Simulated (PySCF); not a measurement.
Job file and geometry (Å, from GFN2-xTB) of an NMR shielding run on SMILES O(C(CCOB)(C)C)C, C$_{6}$H$_{15}$BO$_{2}$, GIAO PBE0/pcSseg-1 NMR shielding, non-relativistic, gas phase in PySCF 2.14.0, density-fitted response routines; density fitting, a coarse starting grid and PySCF grid level 2 are the driver's defaults:

```
$ OMP_NUM_THREADS=1 python probes_run.py task.json out

{"job": {"kind": "nmr", "xc": "PBE0", "basis": "pcSseg-1"}, "charge": 0, "multiplicity": 1}
B      3.757928     0.550926    -0.528554
O      2.617070     0.794283     0.088965
C      1.564994    -0.133693     0.233298
C      0.339332     0.343639    -0.548187
C     -0.966787    -0.354981    -0.114703
C     -0.889680    -1.862187    -0.379919
C     -2.134892     0.240011    -0.913797
O     -1.175853    -0.263301     1.292290
C     -1.379097     1.012193     1.850370
H      4.004939    -0.498169    -1.016009
H      4.516556     1.443792    -0.560169
H      1.316230    -0.188724     1.299167
H      1.881427    -1.125195    -0.110224
H      0.492472     0.175484    -1.614998
H      0.244983     1.421347    -0.398342
H     -0.584380    -2.056433    -1.403656
H     -0.180035    -2.319187     0.302434
H     -1.863414    -2.311563    -0.205545
H     -2.140655     1.325971    -0.860821
H     -2.045326    -0.049291    -1.956995
H     -3.078338    -0.137830    -0.526717
H     -1.503007     0.841660     2.919039
H     -2.282679     1.493696     1.463638
H     -0.523521     1.677316     1.696993
```

Task: What does the program print?

Result: 
```
coarse grid: 19080 points
cycle   1  E = -412.2397436802  dE =  9.101e-01  |g| = 7.890e-01  |ddm| = 4.028e+00
cycle   2  E = -412.1079437696  dE =  1.318e-01  |g| = 1.169e+00  |ddm| = 1.642e+00
cycle   3  E = -412.3589996194  dE = -2.511e-01  |g| = 1.404e-01  |ddm| = 1.090e+00
cycle   4  E = -412.3626440403  dE = -3.644e-03  |g| = 4.318e-02  |ddm| = 1.164e-01
cycle   5  E = -412.3630227658  dE = -3.787e-04  |g| = 1.234e-02  |ddm| = 4.025e-02
cycle   6  E = -412.3630465236  dE = -2.376e-05  |g| = 4.945e-03  |ddm| = 1.310e-02
cycle   7  E = -412.3630509280  dE = -4.404e-06  |g| = 5.893e-04  |ddm| = 3.791e-03
final grid: 181456 points
cycle   8  E = -412.4411249692  dE = -9.369e-05  |g| = 1.508e-02  |ddm| = 4.642e-02
cycle   9  E = -412.4410829253  dE =  4.204e-05  |g| = 2.166e-02  |ddm| = 2.454e-02
cycle  10  E = -412.4411701659  dE = -8.724e-05  |g| = 2.179e-03  |ddm| = 1.517e-02
cycle  11  E = -412.4411711716  dE = -1.006e-06  |g| = 3.548e-04  |ddm| = 2.164e-03
cycle  12  E = -412.4411711949  dE = -2.327e-08  |g| = 1.487e-04  |ddm| = 4.101e-04
cycle  13  E = -412.4411711989  dE = -3.948e-09  |g| = 5.781e-05  |ddm| = 1.370e-04
cycle  14  E = -412.4411711995  dE = -5.940e-10  |g| = 1.081e-05  |ddm| = 5.538e-05
converged SCF energy = -412.4411711995

GIAO shielding tensors (ppm)
atom      isotropic    diamagn.    paramagn.     s11        s22        s33       span
  0 B       55.516     193.683    -138.167     26.402     41.752     98.394     71.992
  1 O      100.330     394.808    -294.478   -115.145     70.328    345.805    460.950
  2 C      112.460     246.573    -134.113     77.691     90.565    169.125     91.434
  3 C      144.237     252.503    -108.266    114.671    140.780    177.259     62.588
  4 C      111.889     245.077    -133.189     87.905     95.854    151.907     64.002
  5 C      156.258     248.902     -92.643    134.005    148.888    185.881     51.876
  6 C      159.067     248.896     -89.828    133.614    155.074    188.515     54.901
  7 O      289.585     398.714    -109.129    264.041    267.983    336.730     72.689
  8 C      135.617     245.418    -109.801    108.773    114.236    183.842     75.070
  9 H       26.525      30.359      -3.834     24.606     26.407     28.562      3.956
 10 H       26.818      29.489      -2.671     25.879     26.047     28.528      2.650
 11 H       26.929      31.666      -4.737     22.506     27.834     30.445      7.939
 12 H       27.537      32.663      -5.126     23.199     28.953     30.461      7.262
 13 H       30.313      34.631      -4.319     26.831     30.332     33.776      6.946
 14 H       29.308      34.360      -5.052     26.343     29.485     32.097      5.754
 15 H       30.993      31.968      -0.974     27.437     28.473     37.071      9.634
 16 H       30.436      31.984      -1.548     26.331     29.521     35.456      9.125
 17 H       30.399      31.169      -0.770     26.729     28.363     36.106      9.377
 18 H       30.139      31.822      -1.683     26.447     28.632     35.337      8.890
 19 H       30.667      31.167      -0.500     27.183     28.661     36.156      8.973
 20 H       30.621      30.825      -0.204     27.351     27.423     37.087      9.736
 21 H       28.028      29.054      -1.027     23.758     25.282     35.043     11.285
 22 H       28.314      30.171      -1.857     23.812     26.459     34.670     10.858
 23 H       28.274      31.493      -3.218     23.522     27.096     34.204     10.682
```

Size and cost of the density-fitted run: 228 basis functions, 120 s wall time on 1 thread of an Arm Neoverse N1, shared host; peak memory 1.1 GiB.
